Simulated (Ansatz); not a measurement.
**Energy profile**

The step: BNH₃ClO ([NH2][B]([OH])[Cl]) → BNHCl ([NH][B][Cl]) + H₂O (still joined by a long B–O bond); bonds formed: O2–H4; bonds broken: N3–H4; bonds weakened to dative contacts: B1–O2 (atoms numbered as in the saddle structure below).

```
atom    x (Å)    y (Å)    z (Å)
  B1  -0.2792   0.2581  -0.3546
  O2   0.5484   0.5627   0.9329
  N3  -0.4948  -1.0439  -0.1722
  H4   0.3729  -0.5158   0.9731
 Cl5  -0.5655   1.6047  -1.4351
  H6   1.4703   0.8053   0.7797
  H7  -1.0521  -1.6713  -0.7238
```

Electronic energies by CCSD(T) at an estimated basis limit (MP2 extrapolated from triple and quadruple zeta, plus CCSD(T) − MP2 in triple zeta), on PBE0-D4/def2-TZVP structures; BNH3ClO, singlet; no counterpoise correction. Program: Ansatz 0.2.0. Basis: def2-TZVPP and def2-QZVPP. Cores are frozen in the correlated methods. Extrapolation: Hartree–Fock as exp(−7.88 √X), correlation as X^−2.97.

**Question.** Give the profile in kJ/mol, counted from the start structure. (An estimate is asked for; the value comes from the calculation.)

**Answer.** The calculation gives:
| point | kJ/mol |
| --- | --- |
| start structure | 0.0 |
| saddle | 296.3 |
| end structure | 279.3 |
| separated: BNHCl (linked as [NH][B][Cl]; B1, N3, Cl5, H7; singlet) + H2O (O2, H4, H6; singlet) | 287.4 |

The T1 diagnostic stays at or below 0.014.

For scale, one of the runs: CCSD(T)/def2-TZVPP, 177 basis functions, launched by `ansatz run in.yaml --threads 2 --pin off --events-out ev --progress --plain --max-ram 4352MiB`. Hardware: 2 CPU threads of an Arm Neoverse V1, shared host. Wall time 44 s; peak host memory 1.7 GiB.
